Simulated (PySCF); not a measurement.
Al(Et)2(NH2), SMILES C[CH2][Al]([NH2])[CH2]C (C₄H₁₂AlN) (GFN2-xTB optimised geometry):

```
18

Al     0.295    -0.636     0.000
C     -0.673    -2.399     0.001
C     -2.204    -2.278    -0.009
H     -0.370    -2.991     0.876
H     -0.359    -2.999    -0.864
H     -2.542    -1.742    -0.895
H     -2.552    -1.728     0.864
H     -2.680    -3.259    -0.004
C     -0.717     1.105     0.000
C      0.211     2.328    -0.007
H     -1.381     1.172     0.873
H     -1.389     1.168    -0.867
H      0.848     2.321    -0.890
H      0.856     2.324     0.871
H     -0.357     3.259    -0.006
N      2.074    -0.636     0.000
H      2.661    -1.462     0.001
H      2.680     0.175     0.000
```

Calculation: PBE0/def2-SVP run with PySCF 2.14.0.

Task: What are the frontier orbital energies and the dipole moment?

Result: HOMO-2 -8.08 eV, HOMO-1 -7.10 eV, HOMO -6.82 eV, LUMO 0.36 eV, LUMO+1 0.67 eV; dipole moment 1.10 D.

On the same geometry PBE/def2-SVP (PySCF) gives HOMO-2 -6.71 eV, HOMO-1 -5.68 eV, HOMO -5.54 eV, LUMO -0.42 eV, LUMO+1 -0.13 eV; dipole moment 1.18 D.

Meta-Löwdin charges at PBE0/def2-SVP: Al1 0.79, C2 -0.46, C3 -0.28, H4 0.10, H5 0.10, H6 0.09, H7 0.09, H8 0.09, C9 -0.46, C10 -0.28, H11 0.10, H12 0.10, H13 0.09, H14 0.09, H15 0.09, N16 -0.68, H17 0.21, H18 0.21.
